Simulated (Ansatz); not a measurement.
Basis-set series for `C[O][Hf]1234([CH3])([N](C)C)[C@H]5[C@@H]1[C@@H]2[C@@H]3[C@H]54`. Charge 0, multiplicity 1. Hf: def2 effective core potential. All single points use the PBE0-D4/def2-TZVP geometry. It is one conformer, not always the lowest.

| functional | basis | functions | energy (Eh) | HOMO (eV) | LUMO (eV) |
| --- | --- | --- | --- | --- | --- |
| PBE0-D4 | def2-SVP | 271 | -530.37785 | -6.01 | 0.07 |
| PBE0-D4 | def2-TZVPP | 635 | -530.92208 | -6.05 | 0.00 |
| ωB97M-V | def2-SVP | 271 | -530.62201 | -8.28 | 1.93 |
| ωB97M-V | def2-TZVPP | 635 | -531.19306 | -8.33 | 1.40 |

(1) Give the rows for def2-QZVPP. (An estimate is asked.)

## Answers

(1) Computed: 
```json
{"functional": "PBE0-D4", "basis": "def2-QZVPP", "functions": "1218", "energy (Eh)": "-530.94932", "HOMO (eV)": "-6.07", "LUMO (eV)": "-0.04"}
{"functional": "ωB97M-V", "basis": "def2-QZVPP", "functions": "1218", "energy (Eh)": "-531.21904", "HOMO (eV)": "-8.34", "LUMO (eV)": "0.93"}
```

Positive LUMOs are unbound and depend on the basis.
